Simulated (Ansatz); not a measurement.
Bond stretch in NBe (cation, charge +1), lowest singlet found (which spin is the ground state isn't settled by this scan).

Computed with: RMP2 = MP2 on RHF/aug-cc-pVDZ, frozen core (Ansatz, a first-principles code); FCI = full CI/aug-cc-pVDZ, frozen core run with Ansatz.

Energies relative to the lowest point of each curve between 1.31 and 1.89 Å, where full CI is lowest, in eV:

```tsv
R / Å	RMP2
1.31	1.325
1.38	0.644
1.45	0.245
1.58	0.000
1.75	0.229
1.89	0.638
2.09	1.323
2.27	1.919
2.44	2.421
2.66	2.974
2.93	3.511
3.29	4.011
```

Question: Predict the corresponding FCI column.

Answer: 1.31: 1.382; 1.38: 0.692; 1.45: 0.280; 1.58: 0.000; 1.75: 0.157; 1.89: 0.477; 2.09: 0.999; 2.27: 1.431; 2.44: 1.772; 2.66: 2.114; 2.93: 2.400; 3.29: 2.613 (eV).

The scan ran from 1.21 to 5.70 Å; beyond the distances shown full CI changes its symmetry label. The restricted form behind RMP2 keeps the bonding electrons paired and can't separate into open-shell fragments. The T1 diagnostic of CCSD on the restricted reference of RMP2 exceeds 0.045 at 2.66 to 3.29 Å. Also computed but left out beside FCI, since their determinant holds another spin at the minimum (<S²> over 0.7 above the pure value): UHF, UMP2, UCCSD, UCCSD(T), UKS-PBE0, UKS-BLYP, UKS-PBE, UKS-B3LYP/6-31G*, UKS-BP86/6-31G*, UKS-M06-2X/6-31G*, UHF/3-21G.
